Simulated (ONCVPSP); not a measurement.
C (Z = 6): excitation energies, all-electron against ONCV

```
Element                 : C (Z = 6)
Generator               : ONCVPSP 4.0.1
Type                    : optimised norm-conserving Vanderbilt (ONCV)
Functional              : PBE
Relativity              : scalar-relativistic
Frozen core             : [He]
Valence charge          : 4
Reference configuration : 2s1 2p3
Partial waves           : 2s: rc 0.85 bohr, ncon 5, nbas 8, qcut 9.4 1/bohr, 2 projectors, debl 3.7 Ha; 2p: rc 3.00 bohr, ncon 3, nbas 6, qcut 5.1 1/bohr, 2 projectors, debl 1.8 Ha
Local potential         : polynomial inside 0.85 bohr (lpopt 5, dvloc0 6 Ha)
Core correction         : Teter function, fcfact 2.5, rcfact 1.75
```

Energies are relative to the spin-unpolarised reference configuration 2s1 2p3; without spin polarisation the order of configurations can differ from experiment.

| valence configuration | charge | ΔE all-electron (eV) | error AE − PS (meV) |
| --- | --- | --- | --- |
| 2s2 2p1 | +1 | 2.383 | +313 |
| 2s2 2p0 | +2 | 26.539 | +1665 |
| 2s2 2p1.5 | +0.5 | -4.515 | +64 |

Problem. What are ΔE and the potential's error for 2s2 2p2?

Solution. ΔE = -8.478 eV all-electron; the error (AE − PS) is -38 meV.

Levels in the configuration 2s2 2p0:

| level | all-electron (eV) | pseudo (eV) |
| --- | --- | --- |
| 2s | -40.379 | -39.005 |

Note: ghosts flagged at negative energy: s at -199.3 eV; no localised positive-energy state flagged. A true bound ghost makes a file unfit for plane-wave use.
